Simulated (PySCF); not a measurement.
**How methods differ on the ionisation energy of Ni⁺**

Ni⁺ [Ar] 3d9 (2D) → Ni²⁺ [Ar] 3d8 (3F), as a difference of total energies. Calculation: PySCF 2.14, in def2-QZVPPD (11s6p5d4f2g, 100 functions); the non-relativistic Hamiltonian (point nucleus). Correlated levels: valence: [Ar] frozen; valence and next inner shell: [Ne] frozen. The calculations carry no spin-orbit coupling.

```tsv
method	ionisation energy (eV)	plus first-order spin-orbit estimate	difference from reference of that sum (eV)
UHF	15.157	15.102	-3.067
LDA	19.708	19.653	+1.484
PBE	19.032	18.977	+0.808
PBE0	18.316	18.262	+0.093
r2SCAN	18.097	18.042	-0.127
BLYP	19.059	19.005	+0.836
B3LYP	18.700	18.645	+0.476
B2PLYP	18.401	18.346	+0.177
BP86	19.118	19.063	+0.894
MP2 (valence)	18.464	18.409	+0.240
SCS-MP2 (valence)	18.163	18.108	-0.061
MP2 (valence and next inner shell)	19.171	19.116	+0.947
SCS-MP2 (valence and next inner shell)	18.690	18.635	+0.466
```

Reference: 18.169 eV (measured; NIST Atomic Spectra Database, ionization energies).

A first-order spin-orbit estimate (lowest level to lowest level, LS coupling) adds -0.055 eV.

These non-relativistic numbers lack the scalar-relativistic shift.

Errors of the correlated levels include the incompleteness of this basis and the frozen core.
